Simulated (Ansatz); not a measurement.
Basis-set series for C6H10O6Sn. Total charge 0; spin multiplicity 1. Sn: def2 effective core potential. The bonds changed during the relaxation, so this is another structure than the one it started from. Geometry: relaxed with PBE0-D4/def2-TZVP. It is one conformer, not always the lowest.

```json
{"atom": "C1", "x (Å)": "-1.912", "y (Å)": "-1.842", "z (Å)": "2.097"}
{"atom": "C2", "x (Å)": "-1.188", "y (Å)": "-0.766", "z (Å)": "1.369"}
{"atom": "O3", "x (Å)": "-0.486", "y (Å)": "-1.060", "z (Å)": "0.342"}
{"atom": "O4", "x (Å)": "-1.224", "y (Å)": "0.429", "z (Å)": "1.739"}
{"atom": "Sn5", "x (Å)": "0.143", "y (Å)": "0.949", "z (Å)": "0.053"}
{"atom": "O6", "x (Å)": "2.129", "y (Å)": "0.285", "z (Å)": "-0.412"}
{"atom": "C7", "x (Å)": "2.489", "y (Å)": "0.172", "z (Å)": "0.806"}
{"atom": "C8", "x (Å)": "3.872", "y (Å)": "-0.287", "z (Å)": "1.119"}
{"atom": "O9", "x (Å)": "1.659", "y (Å)": "0.443", "z (Å)": "1.702"}
{"atom": "O10", "x (Å)": "-0.088", "y (Å)": "0.743", "z (Å)": "-2.070"}
{"atom": "C11", "x (Å)": "-1.343", "y (Å)": "0.968", "z (Å)": "-2.060"}
{"atom": "C12", "x (Å)": "-2.098", "y (Å)": "0.952", "z (Å)": "-3.345"}
{"atom": "O13", "x (Å)": "-1.902", "y (Å)": "1.186", "z (Å)": "-0.961"}
{"atom": "H14", "x (Å)": "-2.642", "y (Å)": "-1.417", "z (Å)": "2.781"}
{"atom": "H15", "x (Å)": "-2.390", "y (Å)": "-2.516", "z (Å)": "1.386"}
{"atom": "H16", "x (Å)": "-1.181", "y (Å)": "-2.422", "z (Å)": "2.665"}
{"atom": "H17", "x (Å)": "0.332", "y (Å)": "2.618", "z (Å)": "0.267"}
{"atom": "H18", "x (Å)": "3.972", "y (Å)": "-1.328", "z (Å)": "0.803"}
{"atom": "H19", "x (Å)": "4.591", "y (Å)": "0.297", "z (Å)": "0.543"}
{"atom": "H20", "x (Å)": "4.075", "y (Å)": "-0.205", "z (Å)": "2.183"}
{"atom": "H21", "x (Å)": "-2.107", "y (Å)": "-0.070", "z (Å)": "-3.729"}
{"atom": "H22", "x (Å)": "-3.118", "y (Å)": "1.297", "z (Å)": "-3.197"}
{"atom": "H23", "x (Å)": "-1.583", "y (Å)": "1.572", "z (Å)": "-4.080"}
```

```tsv
functional	basis	functions	energy (Eh)	HOMO (eV)	LUMO (eV)
PBE0-D4	def2-SVP	244	-899.20401	-8.30	-0.47
PBE0-D4	def2-TZVPP	562	-900.01065	-8.34	-0.55
ωB97M-V	def2-SVP	244	-899.65253	-10.57	1.69
ωB97M-V	def2-TZVPP	562	-900.48328	-10.64	1.39
```

**Question.** Give the rows for def2-QZVPP. (Estimate.)

**Answer.** Computed: 
```
functional       basis  functions  energy (Eh)  HOMO (eV)  LUMO (eV)
   PBE0-D4  def2-QZVPP       1066   -900.05062      -8.35      -0.59
   ωB97M-V  def2-QZVPP       1066   -900.52105     -10.66       1.16
```

Positive LUMOs are unbound and depend on the basis.
